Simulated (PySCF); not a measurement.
Field gradients from PBE0/pcSseg-1 densities (PySCF, non-relativistic) at GFN2-xTB geometries, isolated species, one conformer each; χzz is the principal value of largest magnitude, with Q(14N) = 0.02044 b, Q(17O) = −0.0256 b. Where η is near 1, a small change in the tensor can flip the sign of χzz. GFN2-xTB bond lengths can be off by several hundredths of an ångström, more for odd bonds, and the gradients follow them. With a basis this small, the couplings can be 20 % off.

Question: Rank these 14N sites by the size of the quadrupole coupling, smallest first.
A. The nitrile nitrogen of `C[Si]1(C)C[C@H](C#N)CO1`
B. The silicon-bound nitrogen of `C#CCN(C)[Si@@H](O)C=C`
C. N2 (silicon-bound nitrogen) in `[CH3:1][NH:2][Si@@H:3]1[CH2:4][SiH2:5][Si@H:6]([SH:7])[NH:8]1`

Answer: A (4.612 MHz), C (4.940 MHz), B (5.269 MHz).

Question: These 17O couplings (χzz in MHz, η) are listed in rising order: (-11.20, 0.61); (-10.31, 0.36); (-8.961, 0.40); (9.676, 0.04); (11.77, 0.91). Assign them to: the silyl ether oxygen of `[H]/N=C\C[SiH2]O[C@]12C[C@H]1C2`; the carbonyl oxygen of `C#C[C@@H](CC)NC(=O)[SiH3]`; the alcohol oxygen of `C[C@@H](O)[C@H]1[SiH2]C[C@H]1C#N`; the ether oxygen of `CO/C(=C/[SiH2]C)CC#N`; the silanol oxygen of `C#CCN(C)[Si@@H](O)C=C`.

Answer: -11.20 MHz, η 0.61: the ether oxygen of `CO/C(=C/[SiH2]C)CC#N`; -10.31 MHz, η 0.36: the silyl ether oxygen of `[H]/N=C\C[SiH2]O[C@]12C[C@H]1C2`; -8.961 MHz, η 0.40: the silanol oxygen of `C#CCN(C)[Si@@H](O)C=C`; 9.676 MHz, η 0.04: the carbonyl oxygen of `C#C[C@@H](CC)NC(=O)[SiH3]`; 11.77 MHz, η 0.91: the alcohol oxygen of `C[C@@H](O)[C@H]1[SiH2]C[C@H]1C#N`.

All sites together:

```
nucleus                                                                                          site  Vzz (au)     η  χzz (MHz)
    14N                                               the nitrile nitrogen of C[Si]1(C)C[C@H](C#N)CO1    -0.960  0.04     -4.612
    14N  N2 (silicon-bound nitrogen) in [CH3:1][NH:2][Si@@H:3]1[CH2:4][SiH2:5][Si@H:6]([SH:7])[NH:8]1    -1.029  0.39     -4.940
    14N                                           the silicon-bound nitrogen of C#CCN(C)[Si@@H](O)C=C    -1.097  0.43     -5.269
    17O                                     the silyl ether oxygen of [H]/N=C\C[SiH2]O[C@]12C[C@H]1C2     1.713  0.36     -10.31
    17O                                              the carbonyl oxygen of C#C[C@@H](CC)NC(=O)[SiH3]    -1.609  0.04      9.676
    17O                                        the alcohol oxygen of C[C@@H](O)[C@H]1[SiH2]C[C@H]1C#N    -1.957  0.91      11.77
    17O                                                      the ether oxygen of CO/C(=C/[SiH2]C)CC#N     1.862  0.61     -11.20
    17O                                                   the silanol oxygen of C#CCN(C)[Si@@H](O)C=C     1.490  0.40     -8.961
```
